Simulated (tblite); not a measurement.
C4H2F3O2 (doublet state).
Numbering: `[O:1]=[CH:2][O:3]/[C:4]=[CH:5]/[C:6]([F:7])([F:8])[F:9]` (hydrogens: H10 on C2; H11 on C5)

Cartesian coordinates in Å at the GFN2-xTB level; atoms count from 1:
```xyz
11
C4H2F3O2 angstrom
O      2.0656   -0.2720    1.3814
C      2.4827   -0.1225    0.2809
O      1.7325    0.0193   -0.8430
C      0.4205    0.0300   -0.8104
C     -0.5182   -0.1340    0.0810
C     -1.9779   -0.0316   -0.2381
F     -2.5922    0.8805    0.5337
F     -2.2200    0.3089   -1.5066
F     -2.6175   -1.1939   -0.0206
H      3.5399   -0.0743   -0.0143
H     -0.3101   -0.3678    1.1301
```

Computed geometry: GFN2-xTB, gas phase. This method treats the open shell by occupation alone, without spin polarisation.

Masses are those of the commonest isotopes; rigid-rotor values at the optimised geometry. The values belong to one conformer with, in the numbering `[O:1]=[CH:2][O:3]/[C:4]=[CH:5]/[C:6]([F:7])([F:8])[F:9]`, O1–C2–O3–C4 1°, C2–O3–C4–C5 -4°.

**Question.** What are A, B and C (MHz)?

**Answer.** Ia = 136.12, Ib = 620.91, Ic = 669.39 u·Å²; 505379 MHz·u·Å²/I gives A = 3713, B = 813.9, C = 755.0 MHz.

**Question.** What kind of rotor is it?

**Answer.** A near-prolate asymmetric top; Ray's κ = -0.960.

**Question.** Is it planar, by Δ = Ic − Ia − Ib?

**Answer.** Not planar: Δ = Ic − Ia − Ib = -87.63 u·Å². For a rigid frame Δ = −2 Σ m c², so Σ m c² = 43.82 u·Å² lies off the ab plane: 0.02 from hydrogen and 43.80 from heavier atoms. The atom farthest from that plane is 1.13 Å away.

For this open shell read J as N, the rotation without spin; fine and hyperfine splittings come on top. Its lowest GFN2-xTB frequency is 9 cm⁻¹, too small to tell a flat minimum from a shallow saddle. These are rigid-rotor constants of the computed structure; measured ground-state constants (B0) also hold zero-point vibration.
